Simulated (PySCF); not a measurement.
C₃H₉Ge, SMILES [CH3][Ge]([CH3])[CH3] (connectivity only; charge and spin as stated), charge +1, multiplicity 1.

Geometry: PBE-D3(BJ)/def2-SVP. The spin state was assumed, not searched. The isomer is the one that the SMILES or the coordinates give; other isomers of the formula were not compared.

Vertical ionisation energy (IE) and electron affinity (EA) in eV. Rows of orbital energies are one-electron estimates. Where ΔSCF, EOM or ADC give a negative EA the extra electron is unbound and the value depends on the basis.

| level | IE | EA |
|---|---|---|
| −ε(HOMO), −ε(LUMO), M06-2X/def2-TZVP (PySCF) | … | … |
| −ε(HOMO), −ε(LUMO), PBE/def2-TZVP (PySCF) | 12.98 | 8.41 |

### Question
Fill in the missing entries. (An estimate is asked for; the answer gives what the named calculation found.)

### Answer

- −ε(HOMO), −ε(LUMO), M06-2X/def2-TZVP (PySCF), IE: 15.35
- −ε(HOMO), −ε(LUMO), M06-2X/def2-TZVP (PySCF), EA: 6.75
